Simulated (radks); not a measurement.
Results of a calculation; reference values are marked as such.
Spin polarisation of the 2p1 shell in the carbon ion C+. Start: [He] 2s2 2p(up 0.5, down 0.5); electrons of 2p are moved from spin down to spin up, other shells keep equal spins. Level of theory: scalar-relativistic Kohn-Sham, LDA (Slater exchange, Perdew-Wang correlation), spin-polarised, spherical densities, finite nucleus; Fermi nuclear charge, rms radius of each element as measured or else 0.836 A^(1/3) + 0.57 fm (a radial shooting solver on a logarithmic mesh with Libxc functionals).

moment (Bohr magnetons),E - E(0) (eV),e(2p up) (eV),e(2p down) (eV),2s down minus up (eV),1s down minus up (eV)
0,0.000,-17.120,-17.120,0.000,0.000
0.25,-0.026,-17.320,-16.902,0.417,0.158
0.5,-0.105,-17.503,-16.666,0.836,0.315
0.75,-0.236,-17.669,-16.409,1.259,0.473
1,-0.420,-17.819,-16.131,1.687,0.629

At moment 1 the spin-polarisation energy is -0.420 eV and the 2p exchange splitting 1.688 eV, that is 1.688 eV per Bohr magneton; E = -I m^2/4 would give I = 1.680 eV.
